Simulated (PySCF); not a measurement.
# How methods differ on the ionisation energy of Tl²⁺

Tl²⁺ [Xe] 4f14 5d10 6s1 (2S) → Tl³⁺ [Xe] 4f14 5d10 (1S), as a difference of total energies. Computed with PySCF 2.14 in ANO-RCC-VTZP (8s7p5d3f2g, 93 functions), with the spin-free X2C one-electron Hamiltonian (Gaussian nucleus). Correlated levels: valence and next inner shell: [Kr] 4d10 4f14 frozen. The calculations carry no spin-orbit coupling.

```json
{"method": "UHF", "ionisation energy (eV)": "28.179"}
{"method": "MP2 (valence and next inner shell)", "ionisation energy (eV)": "29.873"}
{"method": "SCS-MP2 (valence and next inner shell)", "ionisation energy (eV)": "29.597"}
{"method": "CCSD (valence and next inner shell)", "ionisation energy (eV)": "29.551"}
{"method": "CCSD(T) (valence and next inner shell)", "ionisation energy (eV)": "29.638"}
```

Errors of the correlated levels include the incompleteness of this basis and the frozen core.

Question: Which method comes closest to the reference value, and which is furthest?

Answer: The reference is 29.852 eV (measured; NIST Atomic Spectra Database, ionization energies). Closest: MP2 (valence and next inner shell) (error 0.021 eV); furthest: UHF (error -1.673 eV).
